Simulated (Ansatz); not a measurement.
`C[O][GeH]([F])[Cl]` → `C[O][Ge][Cl]` + H–F at 500 K and 1 bar (germylene formation by 1,1-elimination).

Calculated with Ansatz (gas phase, PBE0-D4/def2-TZVP geometries, no zero-point term in ΔE). CCSD(T)/CBS is the MP2 limit (def2-TZVPP, def2-QZVPP) plus CCSD(T) − MP2 in def2-TZVPP, frozen cores. This one scheme is used for every species. For Ge outer-core shells are correlated without core-valence functions, which leaves a few kJ/mol of doubt a bond. Scalar relativity is left out up to krypton. Each species was taken in one conformer, which may not be the lowest.

| species | CCSD(T)/CBS energy (Eh) | H − E (kJ/mol) | S (J/(mol·K)) |
| --- | --- | --- | --- |
| `C[O][GeH]([F])[Cl]` | -2751.40462 | 187.3 | 428.0 |
| `C[O][Ge][Cl]` | -2650.97453 | 148.5 | 380.4 |
| H–F | -100.39570 | 39.4 | 188.7 |

H − E and S are ideal-gas, rigid-rotor, harmonic terms from PBE0-D4/def2-TZVP, for one conformer and one mirror image of each species. 1 Eh = 2625.50 kJ/mol, R = 8.31446 J/(mol·K).

Q: By hand: ΔE, ΔH, ΔS and ΔG.

A: ΔE = (-2650.97453) + (-100.39570) − (-2751.40462) = 0.03439 Eh = 90.3 kJ/mol. Δ(H − E) = 148.5 + 39.4 − 187.3 = 0.6, so ΔH = 90.9 kJ/mol. ΔS = 380.4 + 188.7 − 428.0 = 141.1 J/(mol·K). ΔG = 90.9 − 500 × (141.1)/1000 = 20.4 kJ/mol.

Q: By hand: the equilibrium constant, and the temperature at which ΔG would vanish if ΔH and ΔS stayed fixed.

A: log₁₀ K = −ΔG/(RT ln 10) = -2.1. ΔG = 0 at ΔH/ΔS = 644 K.

The number of gas molecules changes by +1, which sets the sign of ΔS. A doubt of 5 kJ/mol in ΔE shifts log₁₀ K by 0.5 here. Other conformers and mirror images would add mixing entropy, several J/(mol·K) or more a flexible species. Modes under 60 cm⁻¹, often nearly free rotors, make the harmonic entropy too high. These are equilibria of isolated gas molecules and say nothing of rates. Largest T1 diagnostic: 0.015 (customary marks: 0.02 for closed shells, 0.045 for open ones).
